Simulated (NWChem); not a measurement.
All runs are NWChem calculations. System: CH₄Be, charge 0, spin multiplicity 1, at a geometry optimised with B3LYP/def2-SVP. The structure started from a generated list of species. Level: TD-B3LYP/6-31G* (spherical d), VWN1-RPA local correlation.

Input file:

```
start mol
memory heap 200 mb stack 900 mb global 1100 mb
geometry units angstroms nocenter noautoz noautosym
  Be     1.002695     0.382208     0.000000
  H      2.246822     0.856404     0.000000
  C     -0.564141    -0.215027     0.000000
  H     -0.775351    -0.843044     0.886072
  H     -0.775351    -0.843044    -0.886072
  H     -1.322054     0.591010     0.000000
end
basis spherical
  * library 6-31g*
end
dft
  xc b3lyp
  semidirect memsize 60000000 filesize 0
  iterations 100
end
tddft
  rpa
  nroots 10
  notriplet
end
task tddft energy
```

Part of the output:

```
             Northwest Computational Chemistry Package (NWChem) 7.3.0
             --------------------------------------------------------

                                NWChem Input Module
                                -------------------

 Scaling coordinates for geometry "geometry" by  1.889725989
 (inverse scale =  0.529177249)

                             Geometry "geometry" -> ""
                             -------------------------

 Output coordinates in angstroms (scale by  1.889725989 to convert to a.u.)

  No.       Tag          Charge          X              Y              Z
 ---- ---------------- ---------- -------------- -------------- --------------
    1 Be                   4.0000     1.00269500     0.38220800     0.00000000
    2 H                    1.0000     2.24682200     0.85640400     0.00000000
    3 C                    6.0000    -0.56414100    -0.21502700     0.00000000
    4 H                    1.0000    -0.77535100    -0.84304400     0.88607200
    5 H                    1.0000    -0.77535100    -0.84304400    -0.88607200
    6 H                    1.0000    -1.32205400     0.59101000     0.00000000

 Effective nuclear repulsion energy (a.u.)      22.8885254618

            Nuclear Dipole moment (a.u.)
            ----------------------------
        X                 Y               Z
 ---------------- ---------------- ----------------
    -0.0000000000    -0.0000075589     0.0000000000


 Summary of "ao basis" -> "" (spherical)
 ------------------------------------------------------------------------------
       Tag                 Description            Shells   Functions and Types
 ---------------- ------------------------------  ------  ---------------------
 *                           6-31g*                   on all atoms

                                 NWChem DFT Module
                                 -----------------

 Summary of "ao basis" -> "ao basis" (spherical)
 ------------------------------------------------------------------------------
       Tag                 Description            Shells   Functions and Types
 ---------------- ------------------------------  ------  ---------------------
 Be                          6-31g*                  6       14   3s2p1d
 H                           6-31g*                  2        2   2s
 C                           6-31g*                  6       14   3s2p1d

 Summary of "ao basis" -> "ao basis" (spherical)
 ------------------------------------------------------------------------------
       Tag                 Description            Shells   Functions and Types
 ---------------- ------------------------------  ------  ---------------------
 Be                          6-31g*                  6       14   3s2p1d
 H                           6-31g*                  2        2   2s
 C                           6-31g*                  6       14   3s2p1d

            General Information
            -------------------
          SCF calculation type: DFT
          Wavefunction type:  closed shell.
          No. of atoms     :     6
          No. of electrons :    14
           Alpha electrons :     7
            Beta electrons :     7
          Charge           :     0
          Spin multiplicity:     1
          Use of symmetry is: off; symmetry adaption is: off
          Maximum number of iterations: 100
          AO basis - number of functions:    36
                     number of shells:    20
          Convergence on energy requested:  1.00D-06
          Convergence on density requested:  1.00D-05
          Convergence on gradient requested:  5.00D-04

              XC Information
              --------------
                         B3LYP Method XC Potential
                     Hartree-Fock (Exact) Exchange  0.200
                        Slater Exchange Functional  0.800 local
                    Becke 1988 Exchange Functional  0.720 non-local
              Lee-Yang-Parr Correlation Functional  0.810
                  VWN I RPA Correlation Functional  0.190 local

             Grid Information
             ----------------
          Grid used for XC integration:  medium
          Radial quadrature: Mura-Knowles
          Angular quadrature: Lebedev.
          Tag              B.-S. Rad. Rad. Pts. Rad. Cut. Ang. Pts.
          ---              ---------- --------- --------- ---------
          Be                  1.05       49           8.0       434
          H                   0.35       45          10.0       434
          C                   0.70       49           8.0       434
          Grid pruning is: on
          Number of quadrature shells:   278
          Spatial weights used:  Erf1

          Convergence Information
          -----------------------
          Convergence aids based upon iterative change in
          total energy or number of iterations.
          Levelshifting, if invoked, occurs when the
          HOMO/LUMO gap drops below (HL_TOL):  1.00D-02
          DIIS, if invoked, will attempt to extrapolate
          using up to (NFOCK): 10 stored Fock matrices.

                    Damping( 0%)  Levelshifting(0.5)       DIIS
                  --------------- ------------------- ---------------
          dE  on:    start            ASAP                start
          dE off:    2 iters        100 iters           100 iters

      Screening Tolerance Information
      -------------------------------
          Density screening/tol_rho:  1.00D-10
          AO Gaussian exp screening on grid/accAOfunc:  14
          CD Gaussian exp screening on grid/accCDfunc:  20
          XC Gaussian exp screening on grid/accXCfunc:  20
[...]
          sigma_e =   1.7224 Angstrom
          sigma_h =   1.5408 Angstrom
         |d_h->e| =   0.5911 Angstrom
            d_exc =   2.3848 Angstrom
            d_CD1 =   0.7727 Angstrom
            d_CD2 =  -1.0405 Angstrom
            d_CD3 =   2.9759 Angstrom
     Pearson C.C. =   0.0006

     Occ.    6  a   ---  Virt.    9  a   -0.05947 X
     Occ.    7  a   ---  Virt.    9  a    0.99622 X
  ----------------------------------------------------------------------------
  Root   3 singlet a              0.303352315 a.u.                8.2546 eV
  ----------------------------------------------------------------------------
     Transition Moments    X  0.39158   Y -1.02737   Z -0.00078
     Transition Moments   XX  2.30007  XY -2.59034  XZ -0.00227
     Transition Moments   YY -2.23938  YZ -0.00091  ZZ -0.06079
     Dipole Oscillator Strength                    0.2444663028
     Electric Quadrupole                           0.0000017637
     Magnetic Dipole                               0.0000035313
     Total Oscillator Strength                     0.2444715977

          sigma_e =   1.7965 Angstrom
          sigma_h =   1.5288 Angstrom
         |d_h->e| =   0.3234 Angstrom
            d_exc =   2.4096 Angstrom
            d_CD1 =   0.5911 Angstrom
            d_CD2 =  -1.3393 Angstrom
            d_CD3 =   2.7329 Angstrom
     Pearson C.C. =  -0.0249

     Occ.    4  a   ---  Virt.   10  a    0.05174 X
     Occ.    6  a   ---  Virt.    8  a    0.99186 X
     Occ.    7  a   ---  Virt.    8  a    0.05484 X
     Occ.    7  a   ---  Virt.   13  a    0.07700 X
  ----------------------------------------------------------------------------
  Root   4 singlet a              0.303353936 a.u.                8.2547 eV
  ----------------------------------------------------------------------------
     Transition Moments    X -0.00028   Y  0.00073   Z -1.09948
     Transition Moments   XX -0.00163  XY  0.00184  XZ -3.19638
     Transition Moments   YY  0.00159  YZ -1.28348  ZZ  0.00004
     Dipole Oscillator Strength                    0.2444736441
     Electric Quadrupole                           0.0000017637
     Magnetic Dipole                               0.0000035313
     Total Oscillator Strength                     0.2444789390

          sigma_e =   1.7965 Angstrom
          sigma_h =   1.5288 Angstrom
         |d_h->e| =   0.3234 Angstrom
            d_exc =   2.4096 Angstrom
            d_CD1 =   0.5911 Angstrom
            d_CD2 =  -1.3393 Angstrom
            d_CD3 =   2.7329 Angstrom
     Pearson C.C. =  -0.0249

     Occ.    5  a   ---  Virt.   10  a    0.05175 X
     Occ.    6  a   ---  Virt.    9  a    0.99186 X
     Occ.    7  a   ---  Virt.    9  a    0.05484 X
     Occ.    7  a   ---  Virt.   12  a   -0.07701 X
  ----------------------------------------------------------------------------
  Root   5 singlet a              0.326676933 a.u.                8.8893 eV
  ----------------------------------------------------------------------------
     Transition Moments    X -0.79746   Y -0.30408   Z -0.00000
     Transition Moments   XX -1.03053  XY -0.43097  XZ -0.00000
     Transition Moments   YY -0.06458  YZ -0.00000  ZZ  0.09982
     Dipole Oscillator Strength                    0.1586378165
     Electric Quadrupole                           0.0000001037
     Magnetic Dipole                               0.0000000000
     Total Oscillator Strength                     0.1586379202

          sigma_e =   2.1682 Angstrom
          sigma_h =   1.3053 Angstrom
         |d_h->e| =   0.2461 Angstrom
            d_exc =   2.5545 Angstrom
            d_CD1 =   1.1090 Angstrom
            d_CD2 =  -1.4906 Angstrom
            d_CD3 =   2.8007 Angstrom
     Pearson C.C. =  -0.0106

     Occ.    4  a   ---  Virt.    8  a   -0.13786 X
     Occ.    5  a   ---  Virt.    9  a   -0.13791 X
     Occ.    6  a   ---  Virt.   10  a   -0.22784 X
     Occ.    7  a   ---  Virt.   10  a   -0.94654 X
     Occ.    7  a   ---  Virt.   11  a   -0.10281 X
  ----------------------------------------------------------------------------
  Root   6 singlet a              0.336552503 a.u.                9.1581 eV
  ----------------------------------------------------------------------------
     Transition Moments    X -0.00000   Y  0.00000   Z  0.00014
     Transition Moments   XX  0.00000  XY -0.00000  XZ -0.00005
     Transition Moments   YY -0.00000  YZ  0.00020  ZZ  0.00000
     Dipole Oscillator Strength                    0.0000000046
     Electric Quadrupole                           0.0000000000
     Magnetic Dipole                               0.0000001613
     Total Oscillator Strength                     0.0000001659

          sigma_e =   1.7475 Angstrom
          sigma_h =   1.1700 Angstrom
         |d_h->e| =   1.8142 Angstrom
            d_exc =   2.7771 Angstrom
            d_CD1 =   2.3917 Angstrom
            d_CD2 =   0.3554 Angstrom
            d_CD3 =   4.5912 Angstrom
     Pearson C.C. =   0.0004

     Occ.    4  a   ---  Virt.    9  a    0.70637 X
     Occ.    5  a   ---  Virt.    8  a   -0.70697 X
  ----------------------------------------------------------------------------
  Root   7 singlet a              0.340052565 a.u.                9.2533 eV
  ----------------------------------------------------------------------------
     Transition Moments    X -0.00008   Y  0.00021   Z  0.19251
     Transition Moments   XX  0.00016  XY -0.00008  XZ -0.42436
     Transition Moments   YY -0.00067  YZ  0.30475  ZZ  0.00051
     Dipole Oscillator Strength                    0.0084013357
     Electric Quadrupole                           0.0000000572
     Magnetic Dipole                               0.0000000131
     Total Oscillator Strength                     0.0084014060

          sigma_e =   1.7420 Angstrom
          sigma_h =   1.1741 Angstrom
         |d_h->e| =   1.8555 Angstrom
            d_exc =   2.7989 Angstrom
            d_CD1 =   2.4233 Angstrom
            d_CD2 =   0.3974 Angstrom
            d_CD3 =   4.6544 Angstrom
     Pearson C.C. =   0.0053

     Occ.    4  a   ---  Virt.    9  a   -0.70330 X
     Occ.    5  a   ---  Virt.    8  a   -0.70269 X
     Occ.    6  a   ---  Virt.    9  a   -0.05220 X
     Occ.    7  a   ---  Virt.   12  a    0.05848 X
  ----------------------------------------------------------------------------
  Root   8 singlet a              0.340053351 a.u.                9.2533 eV
  ----------------------------------------------------------------------------
     Transition Moments    X -0.06856   Y  0.18001   Z -0.00023
     Transition Moments   XX  0.13629  XY -0.06961  XZ  0.00050
     Transition Moments   YY -0.57211  YZ -0.00036  ZZ  0.43593
     Dipole Oscillator Strength                    0.0084113207
     Electric Quadrupole                           0.0000000571
     Magnetic Dipole                               0.0000000131
     Total Oscillator Strength                     0.0084113909

          sigma_e =   1.7420 Angstrom
          sigma_h =   1.1741 Angstrom
         |d_h->e| =   1.8555 Angstrom
            d_exc =   2.7989 Angstrom
            d_CD1 =   2.4233 Angstrom
            d_CD2 =   0.3974 Angstrom
            d_CD3 =   4.6544 Angstrom
     Pearson C.C. =   0.0053

     Occ.    4  a   ---  Virt.    8  a    0.70299 X
     Occ.    5  a   ---  Virt.    9  a   -0.70299 X
     Occ.    6  a   ---  Virt.    8  a   -0.05223 X
     Occ.    7  a   ---  Virt.   13  a   -0.05849 X
  ----------------------------------------------------------------------------
  Root   9 singlet a              0.359413353 a.u.                9.7801 eV
  ----------------------------------------------------------------------------
     Transition Moments    X  1.02992   Y  0.39259   Z  0.00000
     Transition Moments   XX  0.03003  XY -0.09221  XZ -0.00000
     Transition Moments   YY  0.23659  YZ  0.00000  ZZ  0.27174
     Dipole Oscillator Strength                    0.2910909512
     Electric Quadrupole                           0.0000000063
     Magnetic Dipole                               0.0000000000
     Total Oscillator Strength                     0.2910909575

          sigma_e =   1.8704 Angstrom
          sigma_h =   1.2258 Angstrom
         |d_h->e| =   1.6351 Angstrom
            d_exc =   2.8020 Angstrom
            d_CD1 =   2.2797 Angstrom
            d_CD2 =   0.0870 Angstrom
            d_CD3 =   4.4371 Angstrom
     Pearson C.C. =  -0.0386

     Occ.    4  a   ---  Virt.    8  a   -0.67519 X
     Occ.    5  a   ---  Virt.    9  a   -0.67518 X
     Occ.    6  a   ---  Virt.   11  a    0.06290 X
     Occ.    7  a   ---  Virt.   10  a    0.18001 X
     Occ.    7  a   ---  Virt.   11  a    0.21224 X
     Occ.    7  a   ---  Virt.   18  a    0.06159 X
  ----------------------------------------------------------------------------
  Root  10 singlet a              0.372403500 a.u.               10.1336 eV
  ----------------------------------------------------------------------------
     Transition Moments    X  0.38953   Y  0.14844   Z -0.00000
     Transition Moments   XX  4.19784  XY  1.93522  XZ -0.00000
     Transition Moments   YY -0.14152  YZ -0.00000  ZZ -0.87913
     Dipole Oscillator Strength                    0.0431401712
     Electric Quadrupole                           0.0000030995
     Magnetic Dipole                               0.0000000000
     Total Oscillator Strength                     0.0431432708

          sigma_e =   2.1686 Angstrom
          sigma_h =   1.2562 Angstrom
         |d_h->e| =   1.7685 Angstrom
            d_exc =   3.1229 Angstrom
            d_CD1 =   2.6809 Angstrom
            d_CD2 =   0.0561 Angstrom
            d_CD3 =   4.8914 Angstrom
     Pearson C.C. =  -0.0632

     Occ.    4  a   ---  Virt.    8  a    0.05304 X
     Occ.    5  a   ---  Virt.    9  a    0.05304 X
     Occ.    6  a   ---  Virt.   10  a   -0.96427 X
     Occ.    6  a   ---  Virt.   11  a   -0.08993 X
     Occ.    7  a   ---  Virt.   10  a    0.20400 X
     Occ.    7  a   ---  Virt.   11  a    0.10981 X

              Target root =      1
          Target symmetry = none
      Ground state energy =    -55.249664563358
        Excitation energy =      0.239602384575
     Excited state energy =    -55.010062178783

  stored tddft:energy   -55.010062178782839

 Task  times  cpu:       18.9s     wall:       18.9s

 Total times  cpu:       18.9s     wall:       18.9s
```
